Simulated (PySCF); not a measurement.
Compound: C7H4ClFO.
Structure used (PBE0-D3(BJ)/def2-SVP), in Å, numbered top down from 1:
```
atom  x, y, z in Å
O1     6.0399    2.3061   -0.8591
C2     5.4807    1.2834   -0.6317
Cl3    6.4392   -0.1924   -0.3015
C4     4.0141    1.0937   -0.5911
C5     3.3947   -0.1266   -0.2950
C6     2.0094   -0.2221   -0.2703
C7     1.2514    0.9116   -0.5457
F8    -0.0708    0.8232   -0.5212
C9     1.8417    2.1369   -0.8463
C10    3.2258    2.2224   -0.8664
H11    4.0088   -1.0021   -0.0818
H12    1.5043   -1.1613   -0.0402
H13    1.2081    2.9997   -1.0582
H14    3.7232    3.1664   -1.0967
```

Level: PBE0/def2-SVPD in PySCF, non-relativistic, on one gas-phase PBE0-D3(BJ)/def2-SVP geometry that isn't relaxed in the solvent. The solvent is an IEF-PCM continuum (van der Waals radii × 1.2). The model holds no explicit solvent molecules, cavitation or dispersion.

Gas phase at PBE0/def2-SVPD: HOMO -8.04 eV, LUMO -2.33 eV, dipole 2.58 D.

What does the continuum do to the energy, the frontier levels and the dipole at PBE0/def2-SVPD in chloroform and acetonitrile?

| solvent | ε | E(solvent) − E(gas) (kJ/mol) | polarisation term (kJ/mol) | distortion of the solute (kJ/mol) | HOMO (eV) | LUMO (eV) | dipole (D) |
| --- | --- | --- | --- | --- | --- | --- | --- |
| chloroform | 4.711 | -14.12 | -15.85 | 1.73 | -7.87 | -2.26 | 3.22 |
| acetonitrile | 35.69 | -19.38 | -22.71 | 3.33 | -7.83 | -2.25 | 3.48 |

The first energy column is the sum of the next two and covers electrostatics alone. From chloroform to acetonitrile the lowering changes by a factor 1.37, Onsager's factor (ε − 1)/(2ε + 1) by 1.35 and ε itself by 7.6.

Which radius a makes the point-dipole formula ΔE = −[(ε − 1)/(2ε + 1)]·μ²/a³ give the value in acetonitrile, with the gas-phase dipole?

μ = 1.016 au and |ΔE| = 0.00738 Eh give a = 2.15 Å; the farthest nucleus lies 3.52 Å from the centroid of the nuclei, so such a sphere wouldn't even hold the nuclei. The formula assumes a rigid point dipole at the centre of a sphere.

Give the dipole vector in the frame of the coordinates (D, pointing from negative to positive charge), gas and acetonitrile.

Gas (-2.49, -0.66, 0.14), solvent (-3.33, -0.97, 0.21). Its length changes by +35 % and its direction by 1°.

How does the static polarisability (PBE0/def2-SVPD, frozen core, with the continuum's full static response) change?

| medium | isotropic (au) | principal values (au) | ⟨r²⟩ of the electrons (bohr²) |
| --- | --- | --- | --- |
| gas | 99.7 | 56.4, 105.2, 137.6 | 1927.4 |
| chloroform | 126.9 | 69.5, 137.0, 174.1 | 1928.0 |
| acetonitrile | 139.7 | 78.0, 152.3, 188.8 | 1928.2 |

The isotropic value in acetonitrile is 1.40 times the gas-phase one; no cavity-field correction is applied. ⟨r²⟩ is taken about the centre of nuclear charge.
